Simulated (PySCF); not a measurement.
Compound: C8H15NO.
SMILES with atom numbers: `[CH2:1]=[CH:2][CH2:3][CH2:4][CH2:5][C:6](=[O:7])[N:8]([CH3:9])[CH3:10]` (hydrogens: H11, H12 on C1; H13 on C2; H14, H15 on C3; H16, H17 on C4; H18, H19 on C5; H20, H21, H22 on C9; H23, H24, H25 on C10)

Structure used (PBE0-D3(BJ)/def2-SVP), in Å, numbered top down from 1:
```xyz
25
C8H15NO angstrom
C      4.412    0.912   -0.650
C      3.252    1.148   -0.037
C      1.936    0.541   -0.400
C      1.331   -0.282    0.737
C     -0.028   -0.875    0.400
C     -1.127    0.178    0.347
O     -0.898    1.336    0.652
N     -2.374   -0.230   -0.042
C     -2.734   -1.572   -0.413
C     -3.431    0.747   -0.126
H      4.476    0.230   -1.505
H      5.340    1.393   -0.329
H      3.236    1.839    0.817
H      2.053   -0.090   -1.299
H      1.224    1.344   -0.652
H      2.023   -1.098    1.001
H      1.226    0.355    1.629
H     -0.308   -1.629    1.157
H      0.021   -1.415   -0.561
H     -1.922   -2.278   -0.211
H     -2.989   -1.641   -1.486
H     -3.617   -1.905    0.160
H     -3.026    1.720    0.174
H     -4.268    0.479    0.542
H     -3.824    0.816   -1.156
```

Method used: PySCF 2.14.0, PBE0-D3(BJ)/def2-SVP geometry optimisation, gas phase.

Masses are those of the commonest isotopes; rigid-rotor values at the optimised geometry. The values belong to one conformer with, in the numbering `[CH2:1]=[CH:2][CH2:3][CH2:4][CH2:5][C:6](=[O:7])[N:8]([CH3:9])[CH3:10]`, C1–C2–C3–C4 119°, C2–C3–C4–C5 178°, C3–C4–C5–C6 -72°, C4–C5–C6–O7 -5°, C5–C6–N8–C9 0°.

Question: What are A, B and C (MHz)?

Answer: Ia = 147.83, Ib = 964.27, Ic = 1035.19 u·Å²; 505379 MHz·u·Å²/I gives A = 3419, B = 524.1, C = 488.2 MHz.

Question: What kind of rotor is it?

Answer: A near-prolate asymmetric top; Ray's κ = -0.975.

Question: Is it planar, by Δ = Ic − Ia − Ib?

Answer: Not planar: Δ = Ic − Ia − Ib = -76.90 u·Å². For a rigid frame Δ = −2 Σ m c², so Σ m c² = 38.45 u·Å² lies off the ab plane: 14.73 from hydrogen and 23.72 from heavier atoms. The atom farthest from that plane is 1.61 Å away.

Question: Which types of transition are allowed, and where do some lines up to J = 4 fall?

Answer: The dipole components are |μa| = 2.62 D, |μb| = 2.74 D, |μc| = 0.57 D. The squared components, which scale the intensities, stand as 0.91 : 1.00 : 0.04 (a : b : c). Some lines, for components of 0.1 D or more:

| type | branch | J(Ka,Kc) | MHz | lower level (cm⁻¹) |
| --- | --- | --- | --- | --- |
| b | R | 4(0,4) ← 3(1,3) | 1240 | 0.296 |
| a | R | 2(0,2) ← 1(0,1) | 2024 | 0.034 |
| c | Q | 3(1,3) ← 3(0,3) | 2806 | 0.203 |
| c | Q | 2(1,2) ← 2(0,2) | 2859 | 0.101 |
| a | R | 3(1,3) ← 2(1,2) | 2983 | 0.197 |
| b | Q | 3(1,2) ← 3(0,3) | 3022 | 0.203 |
| a | R | 3(2,2) ← 2(2,1) | 3037 | 0.490 |
| b | Q | 4(1,3) ← 4(0,4) | 3096 | 0.338 |
| b | R | 1(1,1) ← 0(0,0) | 3907 | 0.000 |
| a | R | 4(0,4) ← 3(0,3) | 4046 | 0.203 |
| a | R | 4(1,3) ← 3(1,2) | 4120 | 0.303 |
| b | R | 2(1,2) ← 1(0,1) | 4883 | 0.034 |
| b | Q | 4(2,2) ← 4(1,3) | 8564 | 0.441 |
| b | Q | 3(2,2) ← 3(1,3) | 8846 | 0.296 |
| b | Q | 4(2,3) ← 4(1,4) | 8918 | 0.429 |
| b | R | 2(2,1) ← 1(1,0) | 10744 | 0.132 |
| c | R | 2(2,0) ← 1(1,0) | 10745 | 0.132 |
| b | R | 3(2,2) ← 2(1,1) | 11721 | 0.200 |
| c | R | 3(2,2) ← 2(1,2) | 11828 | 0.197 |
| b | R | 4(2,3) ← 3(1,2) | 12679 | 0.303 |
| c | R | 4(2,2) ← 3(1,2) | 12684 | 0.303 |
| c | Q | 4(3,2) ← 4(2,2) | 14559 | 0.726 |
| c | Q | 3(3,1) ← 3(2,1) | 14561 | 0.591 |
| b | Q | 3(3,1) ← 3(2,2) | 14563 | 0.591 |
| b | R | 3(3,1) ← 2(2,0) | 17600 | 0.490 |
| c | R | 3(3,1) ← 2(2,1) | 17600 | 0.490 |
| c | R | 4(3,1) ← 3(2,1) | 18611 | 0.591 |

Question: Estimate the classical rotational partition function at 10 K, 25 K and 50 K.

Answer: Point group C1, symmetry number σ = 1; q = (√π/σ)·√((kT/h)³/(ABC)), k/h = 20836.6 MHz/K: 5700 at 10 K, 22500 at 25 K, 63700 at 50 K.

Whether it is a minimum is left open (no frequencies). Constants of a rigid frame at the computed geometry: no zero-point averaging, no centrifugal distortion. A rigid rotor knows nothing of internal rotation, which can split or shift real lines. Quadrupole hyperfine structure (14N) is left out.

Time: 15 min; peak memory 0.93 GiB. Hardware: one thread of an Arm Neoverse V1, shared host with 32 logical CPUs at a one-minute load of 11. This is the geometry optimisation.
